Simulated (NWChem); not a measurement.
System: B-trichloroborazine (B3N3H3Cl3); SMILES ClB1NB(Cl)NB(Cl)N1

NWChem input:

```
start job
memory heap 200 mb stack 900 mb global 1100 mb
geometry units angstroms noautosym nocenter noautoz
  Cl    -0.847235    -3.108507     0.000000
  B     -0.377731    -1.385802     0.000000
  N     -1.369759    -0.360709     0.000000
  B     -1.011274     1.020025     0.000000
  Cl    -2.268429     2.287981     0.000000
  N      0.372496     1.366601     0.000000
  B      1.389005     0.365777     0.000000
  Cl     3.115664     0.820526     0.000000
  N      0.997263    -1.005891     0.000000
  H     -2.348750    -0.618541     0.000000
  H      0.638703     2.343348     0.000000
  H      1.710047    -1.724807     0.000000
end
basis spherical
  * library pcsseg-1
end
dft
  xc xpbe96 cpbe96
  iterations 150
  semidirect filesize 400000000
end
property
  shielding 4 1 2 3 10
end
task dft property
```

Output (shortened):

```
             Northwest Computational Chemistry Package (NWChem) 7.3.0
             --------------------------------------------------------

                             Geometry "geometry" -> ""
                             -------------------------

 Output coordinates in angstroms (scale by  1.889725989 to convert to a.u.)

  No.       Tag          Charge          X              Y              Z
 ---- ---------------- ---------- -------------- -------------- --------------
    1 Cl                  17.0000    -0.84723500    -3.10850700     0.00000000
    2 B                    5.0000    -0.37773100    -1.38580200     0.00000000
    3 N                    7.0000    -1.36975900    -0.36070900     0.00000000
    4 B                    5.0000    -1.01127400     1.02002500     0.00000000
    5 Cl                  17.0000    -2.26842900     2.28798100     0.00000000
    6 N                    7.0000     0.37249600     1.36660100     0.00000000
    7 B                    5.0000     1.38900500     0.36577700     0.00000000
    8 Cl                  17.0000     3.11566400     0.82052600     0.00000000
    9 N                    7.0000     0.99726300    -1.00589100     0.00000000
   10 H                    1.0000    -2.34875000    -0.61854100     0.00000000
   11 H                    1.0000     0.63870300     2.34334800     0.00000000
   12 H                    1.0000     1.71004700    -1.72480700     0.00000000

 Effective nuclear repulsion energy (a.u.)     594.8092764759

  pbe96 is a nonlocal functional; adding pw91lda local functional.
                              NWChem Property Module
                              ----------------------

  itol2e modified to match energy
  convergence criterion.

                                 NWChem DFT Module
                                 -----------------

 Summary of "ao basis" -> "ao basis" (spherical)
 ------------------------------------------------------------------------------
       Tag                 Description            Shells   Functions and Types
 ---------------- ------------------------------  ------  ---------------------
 Cl                         pcsseg-1                10       24   4s5p1d
 B                          pcsseg-1                 7       17   3s3p1d
 N                          pcsseg-1                 7       17   3s3p1d
 H                          pcsseg-1                 3        5   2s1p

  itol2e modified to match energy
  convergence criterion.

            General Information
            -------------------
          SCF calculation type: DFT
          Wavefunction type:  closed shell.
          No. of atoms     :    12
          No. of electrons :    90
           Alpha electrons :    45
            Beta electrons :    45
          Charge           :     0
          Spin multiplicity:     1
          Use of symmetry is: off; symmetry adaption is: off
          Maximum number of iterations: 150
          AO basis - number of functions:   189
                     number of shells:    81
          Convergence on energy requested:  1.00D-07
          Convergence on density requested:  1.00D-05
          Convergence on gradient requested:  5.00D-04

              XC Information
              --------------
          PerdewBurkeErnzerhof Exchange Functional  1.000
            Perdew 1991 LDA Correlation Functional  1.000 local
           PerdewBurkeErnz. Correlation Functional  1.000 non-local

             Grid Information
             ----------------
          Grid used for XC integration:  fine
          Radial quadrature: Mura-Knowles
          Angular quadrature: Lebedev.
          Tag              B.-S. Rad. Rad. Pts. Rad. Cut. Ang. Pts.
          ---              ---------- --------- --------- ---------
          Cl                  1.00      123          14.0       770
          B                   0.85       70          11.0       590
          N                   0.65       70          12.0       590
          H                   0.35       60          13.0       590
          Grid pruning is: on
          Number of quadrature shells:   969
          Spatial weights used:  Erf1

      Superposition of Atomic Density Guess
      -------------------------------------

 Sum of atomic energies:       -1616.24645914

      Non-variational initial energy
      ------------------------------

 Total energy =   -1620.714042
 1-e energy   =   -3409.138425
 2-e energy   =    1193.615107
 HOMO         =      -0.383293
 LUMO         =       0.068672

------------------------------------------------------------
EAF file 0: "./job.aoints.0" size=180355072 bytes
------------------------------------------------------------
               write      read    awrite     aread      wait
               -----      ----    ------     -----      ----
     calls:      344         0         0         0         0
   data(b): 1.80e+08  0.00e+00  0.00e+00  0.00e+00
   time(s): 0.00e+00  0.00e+00  0.00e+00  0.00e+00  0.00e+00
rate(mb/s): 0.00e+00  0.00e+00
------------------------------------------------------------

[...]

          -----------------------------------------
          Chemical Shielding Tensors (GIAO, in ppm)
          -----------------------------------------

                                NWChem CPHF Module
                                ------------------

  scftype          =     RHF
  nclosed          =       45
  nopen            =        0
  variables        =     6480
  # of vectors     =        3
  tolerance        = 0.10D-03
  level shift      = 0.00D+00
  max iterations   =       50
  max subspace     =       30

 SCF residual:    3.9547560528526365E-004

Iterative solution of linear equations
  No. of variables     6480
  No. of equations        3
  Maximum subspace       30
        Iterations       50
       Convergence  1.0D-04

   iter   nsub   residual    time
   ----  ------  --------  ---------
     1      3    2.34D-04     124.2
     2      6    3.01D-08     139.2

------------------------------------------------------------
EAF file 0: "./job.aoints.0" size=300941312 bytes
------------------------------------------------------------
               write      read    awrite     aread      wait
               -----      ----    ------     -----      ----
     calls:      574         0         0         0         0
   data(b): 3.01e+08  0.00e+00  0.00e+00  0.00e+00
   time(s): 0.00e+00  0.00e+00  0.00e+00  0.00e+00  0.00e+00
rate(mb/s): 0.00e+00  0.00e+00
------------------------------------------------------------

      Atom:    1  Cl
        Diamagnetic
   1146.1286      2.4396     -0.0000
      2.4396   1154.4146     -0.0000
     -0.0000     -0.0000   1144.0604

        Paramagnetic
   -436.4266     68.1159     -0.0000
     68.1159   -205.0771      0.0000
     -0.0000      0.0000   -282.3301

        Total Shielding Tensor
    709.7019     70.5555     -0.0000
     70.5555    949.3375      0.0000
     -0.0000      0.0000    861.7304

           isotropic =     840.2566
          anisotropy =     192.4669

          Principal Components and Axis System
                 1           2           3
              968.5679    861.7304    690.4716

      1         0.2630     -0.0000      0.9648
      2         0.9648     -0.0000     -0.2630
      3         0.0000      1.0000      0.0000

      Atom:    2  B
        Diamagnetic
    200.3190      2.1964      0.0000
      2.1964    207.7797      0.0000
      0.0000      0.0000    171.9168

        Paramagnetic
   -140.1326     -4.3699     -0.0000
     -4.3699   -154.9698      0.0000
     -0.0000      0.0000    -82.1847

        Total Shielding Tensor
     60.1865     -2.1735     -0.0000
     -2.1735     52.8099      0.0000
     -0.0000      0.0000     89.7321

           isotropic =      67.5761
          anisotropy =      33.2339

          Principal Components and Axis System
                 1           2           3
               89.7321     60.7792     52.2171

      1        -0.0000      0.9648      0.2631
      2         0.0000     -0.2631      0.9648
      3         1.0000      0.0000      0.0000

      Atom:    3  N
        Diamagnetic
    330.0840     -1.8648      0.0000
     -1.8648    336.6747     -0.0000
      0.0000     -0.0000    302.7993

        Paramagnetic
   -302.9617    -32.2490      0.0000
    -32.2490   -189.0071     -0.0000
      0.0000     -0.0000   -114.6168

        Total Shielding Tensor
     27.1223    -34.1138      0.0000
    -34.1138    147.6676     -0.0000
      0.0000     -0.0000    188.1825

           isotropic =     120.9908
          anisotropy =     100.7875

          Principal Components and Axis System
                 1           2           3
              188.1825    156.6520     18.1379

      1         0.0000     -0.2547      0.9670
      2        -0.0000      0.9670      0.2547
      3         1.0000      0.0000     -0.0000

      Atom:    4  H
        Diamagnetic
     43.0620      3.5270      0.0000
      3.5270     30.5982      0.0000
      0.0000      0.0000     17.0785

        Paramagnetic
    -14.0211     -3.5833     -0.0000
     -3.5833     -1.3585      0.0000
     -0.0000      0.0000      2.9333

        Total Shielding Tensor
     29.0409     -0.0564     -0.0000
     -0.0564     29.2397      0.0000
     -0.0000      0.0000     20.0118

           isotropic =      26.0975
          anisotropy =       4.7357

          Principal Components and Axis System
                 1           2           3
               29.2546     29.0260     20.0118

      1        -0.2550      0.9670      0.0000
      2         0.9670      0.2550     -0.0000
      3         0.0000     -0.0000      1.0000
```

Level: PBE/pcSseg-1, GIAO. Structure relaxed at the B3LYP/6-31G* (spherical d) level. The output numbers the shielded atoms by their place in the input's list. The printed shielding anisotropy is the first printed principal value minus the mean of the other two.
